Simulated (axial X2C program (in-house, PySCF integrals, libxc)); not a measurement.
Values are calculated unless marked as measured or tabulated.
InH: input and output

Program: an in-house all-electron X2C program for linear molecules (integrals from PySCF).

The run was started with this input:
```json
{"zs": [49, 1], "q": 0, "bas": ["dyall-cv3z", "dyall-v3z"], "levels": ["PBE0", "HF", "PBE"], "cc": true, "r0": 1.74, "thr": -2.0, "nmax": 90, "npts": 10, "nst": 2, "ntry": 6}
```
```bash
python so2c.py task.json out
```

Keys: zs atomic numbers; q charge; bas basis sets; levels methods; cc coupled cluster on or off; r0 starting distance in Å; thr threshold in hartree for freezing inner shells (an s shell follows its p shell); nmax most natural virtual spinors; npts points on the curve; nst determinants followed; ntry starts of the search. HF also brings MP2.

Output of the PBE step, two-component, at R = 1.851 Å for the state Ω = 0. It starts from PBE0 orbitals of this distance.

```
two-component X2C + atomic mean field  PBE
basis functions 146  fitting functions 745  grid points 5071
iter        total energy     max residual
   1      -5878.716902910     1.26e-01
   2      -5878.719493152     3.61e-03
   3      -5878.719590630     3.42e-03
   4      -5878.719602588     1.84e-04
   5      -5878.719602941     2.16e-04
   6      -5878.719603138     2.97e-05
   7      -5878.719603142     3.72e-05
   8      -5878.719603151     3.71e-06
converged
one-electron -8115.46298323  Coulomb 2387.15579348  exact exchange 0.00000000  xc functional -161.14480930  nuclear repulsion 14.00847290  atomic mean-field constant -3.27607700
```
Energies are in hartree; totals compare only within one Hamiltonian and basis.
